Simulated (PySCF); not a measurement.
Computed IR spectrum (relative IR intensity) of a molecule C3H3ClF2. Coordinates come from a B3LYP-D3(BJ)/def2-SVP optimisation. Other conformers were not sampled. Level of theory: B3LYP-D3(BJ)/def2-SVP (PySCF). Frequencies are harmonic and unscaled.

Lines under 2 % of the strongest are left out, and lines within 2 cm⁻¹ are merged.

ν (cm⁻¹): 509 (w), 659 (w), 943 (w), 1057 (m), 1224 (vs), 1306 (m), 1408 (w), 1445 (vw), 3031 (w), 3098 (vw) (against the strongest line: vs over 80 %, s over 45 %, m over 15 %, w over 4 %, vw less)

Question: Which structure fits?
A) C=C(Cl)C(F)F
B) C/C(F)=C(\F)Cl
C) FC(F)/C=C/Cl
D) FC1(F)C[C@H]1Cl

Answer: B, C/C(F)=C(\F)Cl
